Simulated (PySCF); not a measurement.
Structure problem from calculated spectra and properties.

Elements present: C, H, P and Si. Monoisotopic mass: 164.0063 u.

| Quantity | Value |
| --- | --- |
| NMR, other nuclei | isotropic shieldings of nuclei other than C and H, by class: 421 (1 Si), 439 (1 Si), 463 (1 Si), 630 (1 P) ppm [GIAO PBE0/pcSseg-1] |
| Dipole | 1.42 D [PBE0/pcSseg-1] |
| 13C NMR | chemical shifts (computed TMS as zero) by class: 149.9 (1 C), 136.1 (1 C), 29.1 (1 C) ppm [GIAO PBE0/pcSseg-1] |
| 1H NMR | chemical shifts (computed TMS as zero) by class: 6.09 (1 H), 5.69 (1 H), 4.23 (1 H), 3.97 (1 H), 3.93 (1 H), 3.56 (3 H), 1.88 (3 H), 0.90 (2 H) ppm [GIAO PBE0/pcSseg-1] |
| Rotational structure | rotational constants A, B, C: 1.415, 0.738, 0.567 GHz [GFN2-xTB] |

Electronic properties: PySCF, gas phase, density fitting. Levels stand in brackets. One conformer (not necessarily the lowest) at the GFN2-xTB geometry, without solvent, vibrations or thermal averaging. NMR classes are plain means over equivalent atoms (diastereotopic ones count apart unless rotation or inversion swaps them), as if these changed places fast.

Problem. Which formula fits the mass and the elements?

Solution. C3H13PSi3 (calculated 164.0063). No other formula that holds each of these elements comes within 0.0003 u with a fitting electron parity and a possible valence count.

Problem. What is the compound? Reason from the data.

Solution. Numbering: `[CH2:1]=[C:2]([CH3:3])[Si@@H:4]([SiH3:5])[SiH2:6][PH2:7]`. 3 carbons fall into 3 classes; from least to most shielded: fully substituted alkene carbon [C2] (149.9 ppm), terminal =CH2 carbon [C1] (136.1 ppm), allylic carbon [C3] (29.1 ppm). Hydrogen classes from least to most shielded: 1 H on a terminal =CH2 carbon, C1 (6.09 ppm), 1 H on a terminal =CH2 carbon, C1 (5.69 ppm), 1 H on an SiH silicon, Si4 (4.23 ppm), 1 H on an SiH2 silicon, Si6 (3.97 ppm), 1 H on an SiH2 silicon, Si6 (3.93 ppm), 3 H on an SiH3 silicon, Si5 (3.56 ppm), 3 H on an allylic carbon, C3 (1.88 ppm), 2 H on a three-coordinate phosphorus, P7 (0.90 ppm). The other shieldings belong to: 421 ppm, SiH silicon [Si4]; 439 ppm, SiH2 silicon [Si6]; 463 ppm, SiH3 silicon [Si5]; 630 ppm, three-coordinate phosphorus [P7]. The optimised geometry has point group C1 and is an asymmetric top. Structure: `C=C(C)[Si@@H]([SiH3])[SiH2]P`. Computed isomers that give other values at the same levels: `[SiH3][Si@H]([SiH2]P)C1CC1` (13C chemical shifts (computed TMS as zero) by class: 9.0 (1 C), 6.7 (1 C), -3.8 (1 C) ppm); `C=C(C)[SiH2][Si@H]([SiH3])P` (rotational constant A: 1.622 GHz; this holds for the one conformer computed). The assignments are read from this structure; whether some other isomer fits the data as well wasn't checked. The mirror image fits equally.

The values belong to the conformer `[CH2:1]=[C:2]([CH3:3])[Si@@H:4]([SiH3:5])[SiH2:6][PH2:7]`: C1–C2–Si4–Si5 130°, C2–Si4–Si6–P7 20°, H–P7–Si6–Si4 -57°, H–P7–Si6–Si4 35°.
